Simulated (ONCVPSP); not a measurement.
# N: excitation energies, all-electron against ONCV

N, optimised norm-conserving Vanderbilt (ONCV), made with ONCVPSP 4.0.1 (LDA (Perdew-Zunger), fully relativistic). Core [He], reference 2s1.5 2p3.5. Waves: 2s: rc 0.95 bohr, ncon 4, nbas 7, qcut 7.4 1/bohr, 2 projectors, debl 0.6 Ha; 2p: rc 2.40 bohr, ncon 4, nbas 7, qcut 5.8 1/bohr, 2 projectors, debl 0.7 Ha. Local part: polynomial inside 0.60 bohr (lpopt 5, dvloc0 0 Ha). Core correction: Teter function, fcfact 5.25, rcfact 1.5.

Open shells are filled in proportion to 2j + 1.

In the s channel the program set the typed energies aside and used -0.685, 0.250 Ha.

Energies are relative to the spin-unpolarised reference configuration 2s1.5 2p3.5; without spin polarisation the order of configurations can differ from experiment.

| valence configuration | charge | ΔE all-electron (eV) | error AE − PS (meV) |
| --- | --- | --- | --- |
| 2s2 2p3 | 0 | -5.596 | -4.7 |
| 2s2 2p2 | +1 | 8.135 | +232 |
| 2s2 2p1 | +2 | 37.105 | +1246 |

**Question.** What are ΔE and the potential's error for 2s1 2p4?

**Answer.** ΔE = 5.608 eV all-electron; the error (AE − PS) is -4.6 meV.

Levels in the configuration 2s2 2p3:

| level | all-electron (eV) | pseudo (eV) |
| --- | --- | --- |
| 2s j=1/2 | -18.423 | -18.342 |
| 2p j=3/2 | -7.235 | -7.174 |
| 2p j=1/2 | -7.254 | -7.194 |
